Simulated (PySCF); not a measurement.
An unknown shows these calculated signals:

1H NMR (400 MHz, computed): δ 4.59 (s, 3H), 1.90 (m, 2H), 1.80 (m, 1H), 1.64 (m, 2H), 1.48 (m, 2H), 1.44 (m, 2H), 1.44 (m, 2H), 1.07 (m, 2H), 0.29 (br s, 1H).

13C{1H} NMR (computed): δ 71.4 (C), 56.7 (CH), 43.6 (CH2), 36.7 (CH2), 27.4 (CH2).

[PySCF: geometry from PBE0-D3(BJ)/def2-SVP; shielding tensors at PBE0/pcSseg-1 (GIAO); rapidly exchanging positions averaged; non-relativistic Hamiltonian; single conformer; no solvent]

δ = σ(ref) − σ, references computed at the same level: 1H, 13C vs TMS.

Which of these does the molecule contain: a CF3 group, an OH group, a vinyl group CH=CH2, an NH or NH2 group, a Si–H bond?

Results:


- A CF3 group: no.
- An OH group: no.
- A vinyl group CH=CH2: no.
- An NH or NH2 group: yes (δH 0.29 (br s)).
- A Si–H bond: yes (δH 4.59 (s)).

The data belong to `InChI=1S/C8H17NSi/c10-9-8-5-1-3-7(8)4-2-6-8/h7,9H,1-6H2,10H3/t7-,8-`; they needn't prove each group on their own.

Carbon signals by region: 2 at 50–100 ppm, 3 below 50 ppm.

Exchangeable OH/NH protons stand at their gas-phase positions; hydrogen bonding in a real sample shifts them, mostly to higher δ. Shifts are as computed. Against solution values, carbons near 30 ppm lie about +2 ppm off and those near 130 ppm about +5 ppm. Of 1211 compounds with measured shifts, 218 miss one by over three times the rms of a fit or turn the order of signals round; such compounds aren't used in these exercises. Multiplicities follow the n + 1 count of equivalent neighbours, as no J values were calculated; m marks all less simple cases, F and P coupling included.
